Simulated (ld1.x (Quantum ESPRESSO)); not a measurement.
**Plane-wave convergence, ultrasoft potential for Zn**

Zn (Z = 30), ultrasoft, made with ld1.x (Quantum ESPRESSO) 7.5 (PW91, non-relativistic). Core [Ne] 3s2, reference 3p6 3d10 4s0 4p0 (charge +2). Waves: 4s (bound, empty): rcut 1.95, rcutus 2.30 bohr; 4s channel at 0.95 Ry: rcut 1.95, rcutus 2.30 bohr; 3p (bound): rcut 1.25, rcutus 1.30 bohr; 4p (bound, empty): rcut 1.25, rcutus 1.30 bohr; 3d (bound): rcut 0.70, rcutus 0.90 bohr; 3d channel at -1.1 Ry: rcut 0.70, rcutus 0.90 bohr. Local part: all-electron potential smoothed inside 1.55 bohr (lloc = -2). Core correction: none. Augmentation charge: PSQ, inside the norm-conserving radii.

The pseudo-atom Hamiltonian at the reference potential is diagonalised in spherical Bessel functions j_l(qr) that vanish at 20 bohr, with q² up to the cutoff. All-electron valence levels (Ry): 4s -1.6693, 3p -7.5822, 4p -1.1541, 3d -2.2927.

Q: How do the lowest levels (Ry) of each channel move with the cutoff, and are there ghosts?

A:

```csv
cutoff (Ry),s #1,s #2,p #1,p #2,d #1,f #1,Σ f·Δε (mRy)
8,-1.6692,-0.5735,-5.1754,-0.8536,-0.6586,-0.2600,30782.7
15,-1.6692,-0.5737,-6.9680,-0.9815,-0.7076,-0.2601,19536.5
25,-1.6693,-0.5737,-7.4744,-1.0319,-0.7794,-0.2601,15779.9
35,-1.6693,-0.5737,-7.5654,-1.0547,-0.9189,-0.2601,13838.9
50,-1.6693,-0.5737,-7.5809,-1.0901,-1.3963,-0.2601,8971.5
70,-1.6693,-0.5737,-7.5816,-1.1464,-1.9690,-0.2601,3241.0
100,-1.6693,-0.5737,-7.5821,-1.1530,-2.2578,-0.2601,350.6
140,-1.6693,-0.5737,-7.5821,-1.1540,-2.2911,-0.2601,17.0
180,-1.6693,-0.5737,-7.5822,-1.1541,-2.2917,-0.2601,10.2
260,-1.6693,-0.5737,-7.5822,-1.1541,-2.2926,-0.2601,1.4
400,-1.6693,-0.5737,-7.5822,-1.1541,-2.2928,-0.2601,0.0
```

Result: no extra level below or beside the all-electron valence levels (s, p, d, f tested); 10 mRy is reached at 200 Ry and 1 mRy at 300 Ry.

Test run stopped at test 1 of 7 (negative rho).
